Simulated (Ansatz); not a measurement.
Reaction (cleavage of the Si–B bond): `FB([SiH3])Br` + `[OH][In]([Cl])[Cl]` → `[SiH3][O][In]([Cl])[Cl]` + `FBBr`

Gas-phase electronic energies from Ansatz, PBE0-D4/def2-TZVP geometries. CCSD(T)/CBS is the MP2 limit (def2-TZVPP, def2-QZVPP) plus CCSD(T) − MP2 in def2-TZVPP, frozen cores. Functionals use def2-TZVPP. HSE06 is defined as in plane-wave codes. Elements past krypton have def2 core potentials. For Br, In outer-core shells are correlated without core-valence functions, which leaves a few kJ/mol of doubt a bond. Scalar relativity is left out up to krypton. One conformer a species, not always the lowest.

Problem. Is it downhill or uphill in electronic energy at CCSD(T)/CBS, and by how much? (Estimate.)

Solution. Ansatz gave: Downhill: ΔE = -1.23 eV.

Problem. What do these levels give: BLYP-D4, HSE06-D4, SCS-MP2/def2-TZVPP, CCSD(T)/def2-TZVPP, MP2/def2-QZVPP, MP2/CBS(def2)? (An estimate is asked.)

Solution. Ansatz gave: BLYP-D4 -1.09, HSE06-D4 -1.05, SCS-MP2/def2-TZVPP -1.35, CCSD(T)/def2-TZVPP -1.23, MP2/def2-QZVPP -1.32, MP2/CBS(def2) -1.31 eV.

Largest T1 diagnostic among the species: 0.014.

From PBE to PBE0 (25 % exact exchange), in def2-TZVPP and without D4, ΔE moves by −0.13 eV. In def2-TZVPP, CCSD(T) changes the Hartree–Fock value by +0.29 eV (the triples alone add +0.04 eV) and MP2 by +0.21 eV. Leaving LDA and LC-ωPBE aside and taking each functional with its dispersion term where it has one, the values, not all of them listed here, spread over 0.42 eV, from BHLYP-D4 to revPBE-D4.
